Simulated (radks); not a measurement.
Values are calculated unless marked as measured or tabulated.
Task: The iodine ion I4+ is in [Kr] 4d10 5s2 5p(1/2: 1, 3/2: 0). Code: a radial shooting solver on a logarithmic mesh with Libxc functionals. Model: Dirac Kohn-Sham, BLYP, spin-unpolarised, spherical densities, finite nucleus; Fermi nuclear charge, rms radius of each element as measured or else 0.836 A^(1/3) + 0.57 fm. Sub-shells are occupied by j as written (lower j first in brackets). One electron is removed from 5p1/2, 5s1/2, 4d3/2, 4d5/2 in turn, with full relaxation. Which removal costs least, and what does each cost?

Result: 5p1/2 51.257 eV; 5s1/2 63.505 eV; 4d5/2 104.26 eV; 4d3/2 106.08 eV. The 5p1/2 electron leaves first.
